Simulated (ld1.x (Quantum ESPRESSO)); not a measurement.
How hard is this Li (Z = 3) TM potential?

Li (Z = 3), norm-conserving Troullier–Martins (Kleinman–Bylander form), made with ld1.x (Quantum ESPRESSO) 7.5 (PW91, scalar-relativistic). Core none, reference 1s2 2s1 2p0. Waves: 1s (bound): rc 0.45 bohr; 2p (bound, empty): rc 4.20 bohr; 3d channel at 0.4 Ry: rc 3.20 bohr. Local part: the d channel. Core correction: none.

Occupied shells without a wave of their own: 2s. They enter only through the test configuration that unscreens the potential.

The pseudo-atom Hamiltonian at the reference potential is diagonalised in spherical Bessel functions j_l(qr) that vanish at 20 bohr, with q² up to the cutoff. All-electron valence levels (Ry): 1s -3.8248, 2s -0.2123, 2p -0.0817.

Problem. How do the lowest levels (Ry) of each channel move with the cutoff, and are there ghosts?

Solution.

| cutoff (Ry) | s #1 | s #2 | p #1 | p #2 | d #1 | f #1 | Σ f·Δε (mRy) |
| --- | --- | --- | --- | --- | --- | --- | --- |
| 8 | -1.2619 | -0.1133 | -0.0816 | 0.0406 | 0.0428 | 0.1022 | 5214.2 |
| 25 | -2.2187 | -0.1642 | -0.0816 | 0.0406 | 0.0428 | 0.1022 | 3249.6 |
| 50 | -3.0259 | -0.1882 | -0.0816 | 0.0406 | 0.0428 | 0.1022 | 1611.3 |
| 100 | -3.5508 | -0.1993 | -0.0816 | 0.0406 | 0.0428 | 0.1022 | 550.2 |
| 180 | -3.7731 | -0.2033 | -0.0816 | 0.0406 | 0.0428 | 0.1022 | 101.6 |
| 400 | -3.8235 | -0.2042 | -0.0816 | 0.0406 | 0.0428 | 0.1022 | 0.0 |

Result: no extra level below or beside the all-electron valence levels (s, p, d, f tested); 10 mRy is reached at 300 Ry and 1 mRy at over 300 Ry.

Its largest configuration-test error is -427 meV.
